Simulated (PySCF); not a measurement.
Mapped SMILES: `[F:1][C:2]([F:3])([F:4])[SiH2:5][O:6][SiH3:7]` (H(Xn): hydrogen on atom n).

Geometry: PBE0-D3(BJ)/def2-SVP; GIAO shifts from PySCF, gas phase, non-relativistic, averaged over equivalent atoms.

At B97-2/pcSseg-1 (158 basis functions, 17 s wall time on 1 thread of an Arm Neoverse V1, shared host):
```tsv
atoms	δ (ppm)
F1/F3/F4	-79.9
C2	131.0
Si7	-33.9
Si5	-35.7
O6	-2.5
H(Si7)	4.97
H(Si5)	4.74
```

δ = σ(ref) − σ, references computed at the same level: CFCl3 for 19F (178.12 ppm); 13C (183.69 ppm) and 29Si (357.41 ppm) and 1H (31.38 ppm) against TMS; H2O for 17O (331.62 ppm).

Task: Predict the values at PBE0/IGLO-III on the same geometry.

Result: 
```tsv
atoms	δ at PBE0/IGLO-III	change
F1/F3/F4	-77.6	+2.3
C2	135.4	+4.4
Si7	-37.6	-3.7
Si5	-39.1	-3.4
O6	8.3	+10.8
H(Si7)	5.25	+0.28
H(Si5)	5.10	+0.36
```

Shifts are taken against calculated references (same method and geometry level): 19F (σ = 174.63 ppm) against CFCl3; TMS for 13C (σ = 183.78 ppm), 29Si (σ = 345.34 ppm), 1H (σ = 31.37 ppm); H2O for 17O (σ = 327.19 ppm).

The largest change is at O6 (oxygen bonded to 2 Si). Cost: 313 basis functions, 43 s wall time on 1 thread of an Arm Neoverse V2, shared host.

Unscaled 19F shifts against computed CFCl3 carry errors that often reach 10 to 50 ppm. Experimental scales use liquid or dissolved standards, which lie at an offset from isolated H2O (liquid H2O: subtract about 36 ppm).
